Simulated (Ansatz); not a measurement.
Ru3H4, relaxed as a singlet with RKS PBE-D4/def2-TZVP in Ansatz, starting from the GFN1-xTB geometry. Force threshold 0.02 eV/Å.

In the def2 sets Ru takes a core potential; there is no spin–orbit coupling. The restricted singlet is unstable: a solution with broken spin symmetry lies lower. The relaxation made no stability test and no search for a lower SCF solution. At PBE-D4/def2-TZVP a triplet of charge 0 lies 0.25 eV below the restricted singlet, each at its own geometry. The structure comes from a short search, and lower isomers may exist.

Start:

```xyz
7

Ru   -0.8842    0.9992    0.3341
Ru    0.5005   -0.0680   -1.2800
Ru   -0.8858   -1.2785    0.0853
H    -0.3800   -2.2804    1.1841
H    -0.0261    1.6216   -1.0955
H    -0.3343    1.4088    1.7516
H     2.0099   -0.4026   -0.9795
```

Problem. Estimate the energy that the relaxation releases and the steps that it takes.

Solution. 21.9 kcal/mol, in 7 steps; 11 s on 4 threads of Arm Neoverse V1 on a shared host. No frequencies were taken in this run, so the end may be a saddle point.

Problem. Does the start keep its bonding and symmetry?

Solution. By distances, no bond broke or formed. The bond that changes most is Ru3–H4, from 1.57 to 1.60 Å (atoms count from 1). Point group Cs at the start, Cs at the end, both within 0.05 Å.

Problem. Predict the relaxed structure.

Solution. 
```xyz
7

Ru   -1.0492    1.0401    0.2460
Ru    0.3993   -0.0774   -1.4415
Ru   -0.9375   -1.2125   -0.0017
H    -0.0477   -1.8345    1.1740
H     0.1225    1.6238   -0.9703
H    -0.0414    0.8458    1.4262
H     1.5541   -0.3852   -0.4327
```
Bond lengths (bridged metal pairs left out): 2 × Ru–Ru 2.27 Å; 5 × H–Ru 1.56 to 1.79 Å.
